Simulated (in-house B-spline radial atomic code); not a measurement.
## Two electrons outside the [Ne] 3s2 core: S III (S2+)

Computed with an all-electron radial atomic-structure program (B-spline basis): configuration interaction (CI) of the two valence electrons in the field of the frozen Dirac-Fock core, alone and with many-body perturbation theory for the core (screened one- and two-electron correlation potentials), Breit and QED terms; no-pair Dirac Hamiltonian, finite nucleus. Labels give the configuration (outer n counted up each series) and the leading LS term, or the jj pair where no LS term holds 70 %.

The outer s² shell of this core is soft: its mixing with p² is only treated to second order, so levels can be several per cent off.

Excitation energies (cm⁻¹):

| level | purity of the LS term | CI alone | CI + MBPT + Breit + QED | Landé g of the LS mixture |
| --- | --- | --- | --- | --- |
| 3p2 3P0 | 0.999 | 0 | 0 | - |
| 3p2 3P1 | 1.0 | 311 | 298 | 1.50 |
| 3p2 3P2 | 0.998 | ? | ? | ? |
| 3p2 1D2 | 0.998 | 12281 | 9704 | 1.00 |
| 3p2 1S0 | 0.999 | ? | ? | ? |

Task: Where does 3p2 3P2 lie?

Result: 871 cm⁻¹ in CI alone and 831 cm⁻¹ with all corrections; g = 1.50.

Task: Where does 3p2 1S0 lie?

Result: 25644 cm⁻¹ in CI alone and 27528 cm⁻¹ with all corrections.

Task: What is the first ionisation energy?

Result: 34.772 eV to the 3p1/2 state of the next ion (33.805 eV from CI alone). NIST lists 34.86 ± 0.04 eV (semi-empirical).
